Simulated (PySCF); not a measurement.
## Dipole response of Ta (tantalum, neutral)

[Xe] 4f14 5d3 6s2, high-spin 4F determinant. Calculation: PySCF 2.14, in aug-cc-pVTZ-PP with one added diffuse shell each of s, p, d, f, g type with ECP60MDF (7s7p6d4f3g, 113 functions); a scalar-relativistic core potential. Coupled (time-dependent) response in atomic units; α is the mean over directions.

| method | mean α (bohr³) | C₆ (like pair) | S(−4) |
| --- | --- | --- | --- |
| M06-2X | 99.92 | 1239 | 7458 |

S(−4) is the Cauchy moment in α(ω) = α(0) + S(−4) ω² + …

Reference α: 74 ± 20 bohr³ (recommended; Schwerdtfeger and Nagle, table of static dipole polarizabilities (2023 update)). Published C₆: 887.0 (Gould and Bucko (2016)).

Spin-orbit coupling is absent.

α(iu) at M06-2X:

```tsv
u (hartree)	α(iu) (bohr³)
0	99.92
0.0500	86.75
0.100	67.88
0.200	41.17
0.300	27.03
0.500	14.66
0.750	8.739
1.00	5.986
1.50	3.428
2.00	2.246
3.00	1.177
5.00	0.4800
```

A single London oscillator, α(iu) = α/(1 + u²/ω²), gives C₆ = (3/4) ω α². Matching the computed C₆ needs ω = 4 × 1239 / (3 × 99.92²) = 0.165 hartree.

Energies and moments cover only the electrons outside the core potential. Spin-orbit coupling, absent here, splits the open shell strongly.
